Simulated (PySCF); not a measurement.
Work out the structure from these simulated measurements.

Formula: C5H5ClN2.

| Item | Value |
| --- | --- |
| Dipole | 1.33 D [PBE0/pcSseg-1] |
| 13C NMR | chemical shifts (computed TMS as zero) by class: 160.2 (1 C), 159.1 (1 C), 147.4 (1 C), 147.3 (1 C), 25.7 (1 C) ppm [GIAO PBE0/pcSseg-1] |
| Rotational structure | rotational constants A, B, C: 2.966, 1.647, 1.066 GHz [GFN2-xTB] |
| 1H NMR | chemical shifts (computed TMS as zero) by class: 8.57 (1 H), 8.46 (1 H), 2.77 (3 H) ppm [GIAO PBE0/pcSseg-1] |
| NMR, other nuclei | isotropic shieldings of nuclei other than C and H, by class: -114 (1 N), -102 (1 N), 670 (1 Cl) ppm [GIAO PBE0/pcSseg-1] |

Electronic properties: PySCF, gas phase, density fitting. Levels stand in brackets. Geometry: GFN2-xTB; no solvent, vibrations or thermal averaging. NMR classes are plain means over equivalent atoms (diastereotopic ones count apart unless rotation or inversion swaps them), as if these changed places fast.

Question: What is the compound? Reason from the data.

Answer: Numbering: `[CH3:1][c:2]1[n:3][cH:4][cH:5][n:6][c:7]1[Cl:8]`. Its formula, C5H5ClN2, gives 4 degrees of unsaturation: 1 ring and 3 π bonds in the structure found (Kekulé form). 5 carbons fall into 5 classes; from least to most shielded: aromatic C–Cl carbon [C7] (160.2 ppm), substituted aromatic carbon [C2] (159.1 ppm), aromatic CH next to a ring nitrogen [C4] (147.4 ppm), aromatic CH next to a ring nitrogen [C5] (147.3 ppm), benzylic-type carbon [C1] (25.7 ppm). Hydrogen classes from least to most shielded: 1 H on an aromatic CH next to a ring nitrogen, C4 (8.57 ppm), 1 H on an aromatic CH next to a ring nitrogen, C5 (8.46 ppm), 3 H on a benzylic-type carbon, C1 (2.77 ppm). The other shieldings belong to: -114 ppm, pyridine-type nitrogen [N3]; -102 ppm, pyridine-type nitrogen [N6]; 670 ppm, aryl chlorine [Cl8]. The optimised geometry has point group Cs and is an asymmetric top. Structure: 2-chloro-3-methylpyrazine, `Cc1nccnc1Cl`. Computed isomers that give other values at the same levels: `Cc1cnnc(Cl)c1` (13C chemical shifts (computed TMS as zero) by class: 167.3 (1 C), 155.1 (1 C), 143.4 (1 C), 132.4 (1 C), 20.1 (1 C) ppm). The assignments are read from this structure; whether some other isomer fits the data as well wasn't checked.
